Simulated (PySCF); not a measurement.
Molfile (atoms numbered from 1):
```
C7H15F
     RDKit          3D

 23 22  0  0  0  0  0  0  0  0999 V2000
    2.6936    0.4151    0.7839 C   0  0  0  0  0  0  0  0  0  0  0  0
    1.7230   -0.1762   -0.2242 C   0  0  0  0  0  0  0  0  0  0  0  0
    0.2816   -0.2982    0.2668 C   0  0  0  0  0  0  0  0  0  0  0  0
    0.3097   -1.1279    1.3961 F   0  0  0  0  0  0  0  0  0  0  0  0
   -0.5719   -1.0102   -0.7811 C   0  0  0  0  0  0  0  0  0  0  0  0
   -2.0071   -1.2801   -0.3623 C   0  0  0  0  0  0  0  0  0  0  0  0
   -0.3156    1.0215    0.7493 C   0  0  0  0  0  0  0  0  0  0  0  0
   -0.4621    2.0979   -0.3128 C   0  0  0  0  0  0  0  0  0  0  0  0
    2.6260   -0.1220    1.7414 H   0  0  0  0  0  0  0  0  0  0  0  0
    2.4960    1.4803    0.9787 H   0  0  0  0  0  0  0  0  0  0  0  0
    3.7296    0.3355    0.4227 H   0  0  0  0  0  0  0  0  0  0  0  0
    1.7284    0.4088   -1.1585 H   0  0  0  0  0  0  0  0  0  0  0  0
    2.0517   -1.1916   -0.5003 H   0  0  0  0  0  0  0  0  0  0  0  0
   -0.5436   -0.4242   -1.7145 H   0  0  0  0  0  0  0  0  0  0  0  0
   -0.0678   -1.9643   -1.0067 H   0  0  0  0  0  0  0  0  0  0  0  0
   -2.5950   -0.3543   -0.2675 H   0  0  0  0  0  0  0  0  0  0  0  0
   -2.5168   -1.9171   -1.1002 H   0  0  0  0  0  0  0  0  0  0  0  0
   -2.0329   -1.7979    0.6078 H   0  0  0  0  0  0  0  0  0  0  0  0
    0.3115    1.3863    1.5775 H   0  0  0  0  0  0  0  0  0  0  0  0
   -1.2945    0.7960    1.2002 H   0  0  0  0  0  0  0  0  0  0  0  0
   -0.8996    3.0110    0.1174 H   0  0  0  0  0  0  0  0  0  0  0  0
    0.5075    2.3776   -0.7535 H   0  0  0  0  0  0  0  0  0  0  0  0
   -1.1203    1.7779   -1.1356 H   0  0  0  0  0  0  0  0  0  0  0  0
  1  2  1  0
  2  3  1  0
  3  4  1  0
  3  5  1  0
  5  6  1  0
  3  7  1  0
  7  8  1  0
  1  9  1  0
  1 10  1  0
  1 11  1  0
  2 12  1  0
  2 13  1  0
  5 14  1  0
  5 15  1  0
  6 16  1  0
  6 17  1  0
  6 18  1  0
  7 19  1  0
  7 20  1  0
  8 21  1  0
  8 22  1  0
  8 23  1  0
M  END
```

Geometry: PBE0-D3(BJ)/def2-SVP; GIAO shifts from PySCF 2.14.0 with density-fitted response routines, gas phase, non-relativistic, averaged over equivalent atoms.

At B97-2/pcSseg-1 (211 basis functions, 32 s wall time on 1 thread of an x86-64 server CPU, shared host):
| atoms | δ (ppm) |
| --- | --- |
| C3 | 95.4 |
| C2/C5/C7 | 30.3 |
| C1/C6/C8 | 9.8 |
| F4 | -186.1 |
| H12/H13/H14/H15/H19/H20 | 1.41 |
| H9/H10/H11/H16/H17/H18/H21/H22/H23 | 0.92 |

Referencing at the same level of theory: TMS for ¹³C (σref 183.69) and ¹H (σref 31.38); ¹⁹F (σref 178.12) vs CFCl3.

**Question.** What do these become at PBE0/aug-cc-pVDZ?

**Answer.** 
```tsv
atoms	δ at PBE0/aug-cc-pVDZ	change
C3	94.7	-0.7
C2/C5/C7	30.0	-0.3
C1/C6/C8	8.5	-1.3
F4	-170.8	+15.3
H12/H13/H14/H15/H19/H20	1.53	+0.12
H9/H10/H11/H16/H17/H18/H21/H22/H23	0.89	-0.03
```

Referencing at the same level of theory: TMS for ¹³C (σ = 195.12 ppm), ¹H (σ = 31.39 ppm); ¹⁹F (σ = 194.15 ppm) vs CFCl3.

The largest change is at F4 (fluorine on an sp3 carbon). Cost: 319 basis functions, 69 s wall time on 1 thread of an Arm Neoverse V1, shared host. The order of the carbon signals is the same at both levels.

Unscaled 19F shifts against computed CFCl3 carry errors that often reach 10 to 50 ppm.
